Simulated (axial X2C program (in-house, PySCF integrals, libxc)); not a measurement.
## LiHg⁺: cheaper levels and CCSD(T), 2c

Computed with an in-house relativistic program for diatomic molecules. Two-component (2c) means X2C with spin–orbit coupling and atomic mean-field two-electron Coulomb and Gaunt terms. Basis: Hg dyall-cv3z [13s14p9d6f4g], Li dyall-cv3z [7s8p2d] (cores contracted in-house); Gaussian nuclei, density fitting, unrestricted open shells. Masses: Hg 201.971 u, Li 7.016 u.

State: Ω = 0 (closed shell); fragments Hg + Li+.

```csv
level,Re (Å),ωe (cm⁻¹),De (eV)
PBE0,2.664,263.5,0.603
HF,2.763,245.3,0.584
MP2,2.692,247.0,0.471
CCSD,2.715,247.0,0.514
M06,2.825,220.2,0.541
```

Correlated methods: 12 electrons correlated (number of frozen shells: Hg 5 s, 4 p, 2 d, 1 f; Li 1 s), 262 virtual spin orbitals or spinors in MP2, 90 natural virtuals in coupled cluster.

CCSD(T), same Hamiltonian and basis:

Re = 2.712 Å, ωe = 247.1 cm⁻¹, De = 0.51 eV; T1 = 0.019 (Lee–Taylor normalisation).

Q: Give the differences from CCSD(T) in the columns below.

A: 

| level | ΔRe (Å) | Δωe (cm⁻¹) | ΔDe (eV) |
| --- | --- | --- | --- |
| PBE0 | -0.048 | 16.4 | 0.09 |
| HF | 0.051 | -1.8 | 0.07 |
| MP2 | -0.020 | -0.1 | -0.04 |
| CCSD | 0.003 | -0.1 | 0.00 |
| M06 | 0.113 | -26.9 | 0.03 |

Occupations by symmetry block were frozen at the best pattern of an incomplete PBE0 search. Dissociation energies refer to the lowest single-determinant-based atoms at the same level and basis. Coupled cluster ran in a truncated set of natural virtual spinors; the MP2 energy of the rest was added. (T) has no such correction and the atoms are truncated less, which lowers De at CCSD(T) by a hundredth of an eV or more.
